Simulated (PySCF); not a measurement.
## TDDFT excited states: C5H8OSi

Species: C₅H₈OSi.
Structure used (PBE0-D3(BJ)/def2-SVP), in Å, numbered top down from 1:
```xyz
15
C5H8OSi angstrom
C     -2.102    0.694    0.813
C     -2.536    0.379   -0.410
O     -1.976   -0.495   -1.270
Si    -0.679   -1.523   -0.969
C      0.856   -0.592   -0.657
C      1.881    0.029   -0.430
C      3.097    0.772   -0.165
H     -1.194    0.266    1.248
H     -2.659    1.420    1.406
H     -3.438    0.836   -0.832
H     -0.554   -2.334   -2.205
H     -0.990   -2.373    0.215
H      3.916    0.095    0.123
H      3.417    1.334   -1.056
H      2.947    1.491    0.655
```

The calculation used TDDFT wB97X-D/def2-SVPD, vertical, gas phase, core orbitals frozen in the response in PySCF 2.14.0, density-fitted response routines.

Predict the UV-vis stick spectrum at this level.

```
state  λ (nm)  E (eV)       f  main configurations (H = HOMO, L = LUMO)
   S1   215.9    5.74  0.0009                               H-1→L (82%)
   S2   203.4    6.09  0.0036                H-2→L (51%), H-1→L+1 (37%)
   S3   200.9    6.17  0.0008                  H→L (79%), H-2→L+1 (11%)
   S4   199.5    6.22  0.0024       H-2→L+1 (72%), H→L (9%), H-1→L (9%)
   S5   182.7    6.79   0.037                               H→L+1 (88%)
   S6   178.0    6.97   0.126                  H→L+3 (44%), H→L+2 (39%)
   S7   173.7    7.14   0.067     H→L+5 (33%), H→L+3 (33%), H→L+2 (11%)
   S8   164.6    7.53   0.029   H-1→L+2 (55%), H→L+5 (12%), H→L+6 (11%)
   S9   163.8    7.57  0.0034   H-1→L+2 (29%), H→L+6 (26%), H→L+5 (17%)
  S10   161.9    7.66   0.026                             H-2→L+2 (85%)
```

Triplets (Tamm–Dancoff): T1 4.44 eV, H→L+3 (76%); T2 4.91 eV, H-2→L (51%), H-1→L+1 (30%); T3 5.34 eV, H-1→L (68%), H-2→L+1 (17%); T4 5.41 eV, H-1→L+1 (53%), H-2→L (32%).

The lowest singlet lies at 5.74 eV (216 nm, ultraviolet) and is very weak; its leading configuration is HOMO-1→LUMO (82%). The strongest level in the table is S6 at 6.97 eV (178 nm, f = 0.126). Löwdin shares by element: HOMO carbon 65% or more, oxygen 23%; LUMO carbon 42% or more, silicon 25%, oxygen 7% (atoms not listed hold the other 26%). The listed states span 1.91 eV, and the widest gap between neighbours is 0.57 eV (S4 to S5). Of the 10 states listed, 5 reach f = 0.01 and none stays under 0.0005. Orbital energies (eV): HOMO-3 -11.24, HOMO-2 -9.85, HOMO-1 -9.71, HOMO -8.72, LUMO 1.41, LUMO+1 1.88, LUMO+2 2.06. No computed singlet lies in the visible range (380 to 750 nm); the lowest, at 216 nm, stands 2.48 eV above its violet end (3.26 eV). The vertical ionisation energy (ΔSCF) is 9.00 eV, 1.35 eV above S10. Only the lowest 10 singlets were computed, as vertical energies without vibronic structure.

One conformer stands for the species.
